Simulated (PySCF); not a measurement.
**A thermochemical cycle for SbCl**

PBE in PySCF with def2-TZVPPD on every atom (core potentials on Sb), for the lowest determinant that a PBE0 search found; no spin–orbit coupling. SbCl, a triplet (π ↑↑), has De = 3.41 eV to neutral atoms, and SbCl⁺, a doublet (π ↑), has De = 3.95 eV to Sb⁺ + Cl.

At the same level the Sb atom ionises at 8.96 eV.

What is the adiabatic ionisation energy of the molecule, and does ionisation strengthen or weaken the bond?

IE = IE(Sb) + De(neutral) − De(ion) = 8.96 + 3.41 − 3.95 = 8.42 eV. De changes by +0.54 eV, so ionisation strengthens the bond.

Spin–orbit coupling is left out, which matters for elements this heavy, above all for dissociation energies. For an ion De counts to the pair picked by the measured ionisation energies or electron affinities, which need not be the lowest pair at this level. States were picked by a PBE0 search and need not be the measured ground states.
